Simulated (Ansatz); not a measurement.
C2HO, SMILES `C#C[O+]` (excited singlet) (charge 1, multiplicity 1). This singlet is an excited state, 1.10 eV above the relaxed triplet at the level B3LYP/cc-pVTZ // B3LYP-D3(BJ)/def2-TZVP (Ansatz, a quantum-chemistry and plane-wave program).

Cartesian coordinates (Å):
```xyz
4

C     -0.7482    -0.2870     0.2536
C      0.5865     0.0414     0.0450
O      1.7098     0.1508     0.0911
H     -1.5480     0.0949    -0.3897
```
Charge +1, spin multiplicity 1.

Frozen-core energies in cc-pVTZ from Ansatz at a geometry from B3LYP-D3(BJ)/def2-TZVP; the HF reference has <S^2> = 0.00 (restricted, and unstable towards unrestricted orbitals) and the T1 diagnostic is 0.022.

```tsv
level	energy (Ha)
HF	-150.76465
MP2	-151.24877
CCSD	-151.26277
```

### Question
Estimate the energies of CCSD(T), CCSDT and CCSDT(Q), and give each level's difference from CCSDT(Q).

### Answer

```json
[
 {"level": "MP2", "energy (Ha)": "-151.24877", "difference from CCSDT(Q) (mHa)": "43.67"},
 {"level": "CCSD", "energy (Ha)": "-151.26277", "difference from CCSDT(Q) (mHa)": "29.67"},
 {"level": "CCSD(T)", "energy (Ha)": "-151.28852", "difference from CCSDT(Q) (mHa)": "3.92"},
 {"level": "CCSDT", "energy (Ha)": "-151.28999", "difference from CCSDT(Q) (mHa)": "2.45"},
 {"level": "CCSDT(Q)", "energy (Ha)": "-151.29244", "difference from CCSDT(Q) (mHa)": "0.00"}
]
```
